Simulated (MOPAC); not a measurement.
MOPAC input (AM1):

```
AM1 FORCE THERMO(298,298) PRECISE LET CHARGE=-1 GEO-OK AUX(PRECISION=9) THREADS=1
FS

F     0.00000000 1    0.00000000 1   -1.03716459 1
S     0.00000000 1    0.00000000 1    0.54818159 1
```

**Question.** Which zero-point energy does it print?

**Answer.** 1.48 kcal/mol, from the harmonic wavenumbers of AM1.
